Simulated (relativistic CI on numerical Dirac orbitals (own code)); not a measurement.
**Crystal-field levels of Re⁶⁺, 5d**

Calculated by Dirac-Coulomb-Breit CI, KLI orbitals optimised for each configuration, a model potential for QED, one configuration in a parametric crystal field, unscaled Slater integrals (own radial code).

Field parameters in Wybourne normalisation: Oh B⁴₀ = 21Dq, B⁴₄ = √(5/14) B⁴₀. The field is a parameter set, without covalency.

S is read from ⟨S²⟩ = S(S + 1).

Levels (cm⁻¹, degeneracy): 0 (4), 6781 (2), 45170 (4).

Q: Which field gives this pattern?
A. Oh, 10Dq = 25950 cm⁻¹
B. Oh, 10Dq = 18000 cm⁻¹
C. Oh, 10Dq = 33950 cm⁻¹
D. Oh, 10Dq = 41950 cm⁻¹

A: D. Oh, 10Dq = 41950 cm⁻¹, ground level with S = 0.50.
